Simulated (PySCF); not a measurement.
Species: CH10GeSi2.
Cartesian coordinates in Å at the GFN2-xTB level; atoms count from 1:
```
atom  x, y, z in Å
C1    -2.0512    0.1635   -0.3745
Ge2   -1.1704   -0.3329    1.3224
Si3    1.1044    0.2569    1.3841
Si4    2.1395   -0.0591   -0.6652
H5    -1.9911    1.2368   -0.5407
H6    -3.1011   -0.1170   -0.3813
H7    -1.5674   -0.3278   -1.2160
H8    -2.0187    0.2555    2.4314
H9    -1.4234   -1.8154    1.5049
H10    1.7572   -0.5105    2.4529
H11    1.1919    1.6578    1.8225
H12    2.0291   -1.4478   -1.1244
H13    1.5349    0.7690   -1.7146
H14    3.5658    0.2706   -0.6437
```

PySCF, density fitting, gas phase, GFN2-xTB geometry. The standard run uses grid level 2 after a coarse-grid start, the def2-universal JK fitting basis (with tight functions added where the orbital basis needs them), an energy threshold of 1e-9 Eh and DIIS. The changed runs have no coarse-grid stage.

**Question.** Standard PBE0/def2-SVPD: E = -2699.071205 Eh, HOMO -8.059 eV, LUMO -0.313 eV, dipole 0.467 D, 10 cycles (coarse-grid cycles included). What changes at PBE0/def2-SVPD with: damping 0.3 at the start, DIIS from the seventh cycle?

**Answer.** E = -2699.071205 Eh (0.000 mEh), HOMO -8.059 eV (0.000), LUMO -0.312 eV (+0.001), dipole 0.467 D (0.000), 11 SCF cycles. The result matches the standard run within 0.02 mEh and 0.003 eV; such settings steer the iterations and don't enter the energy expression.

**Question.** What changes at PBE0/def2-SVPD with: fitting basis def2-universal-jkfit?

**Answer.** E = -2699.071214 Eh (-0.009 mEh), HOMO -8.059 eV (0.000), LUMO -0.312 eV (+0.001), dipole 0.467 D (0.000), 9 SCF cycles. The result matches the standard run within 0.02 mEh and 0.003 eV.

**Question.** What changes at PBE0/def2-SVPD with: fitting basis def2-universal-jkfit?

**Answer.** E = -2699.071214 Eh (-0.009 mEh), HOMO -8.059 eV (0.000), LUMO -0.312 eV (+0.001), dipole 0.467 D (0.000), 9 SCF cycles. The result matches the standard run within 0.02 mEh and 0.003 eV.
